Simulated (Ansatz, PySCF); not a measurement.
C2H5FOSi2, SMILES O=C1C[SiH2][Si@@H]1F.

The structure is a stationary point at B3LYP-D3(BJ)/def2-SVP. The structure was generated by enumeration; whether it is a known compound was not checked.

Vertical ionisation energy (IE) and electron affinity (EA) in eV. Rows of orbital energies are one-electron estimates. Where ΔSCF, EOM or ADC give a negative EA the extra electron is unbound and the value depends on the basis.

```
level                                                                       IE     EA
------------------------------------------------------------------------  ----  -----
−ε(HOMO), −ε(LUMO), HF/def2-TZVP (PySCF)                                  9.97  -1.53
−ε(HOMO), −ε(LUMO), PBE/def2-TZVP (PySCF)                                 5.54   3.14
ΔSCF, CAM-B3LYP/def2-SVPD (Ansatz), final states of multiplicity 2 and 2  9.02   0.35
ΔSCF, PBE/def2-SVPD (Ansatz), final states of multiplicity 2 and 2        8.66   0.59
```

What vertical singlet–triplet gap does ΔSCF give with CAM-B3LYP/def2-SVPD (Ansatz, a program for electronic structure) and with PBE/def2-SVPD (Ansatz)? (An estimate is asked for; the answer gives what the named calculation found.)

2.45 and 2.19 eV (triplet above singlet where positive).
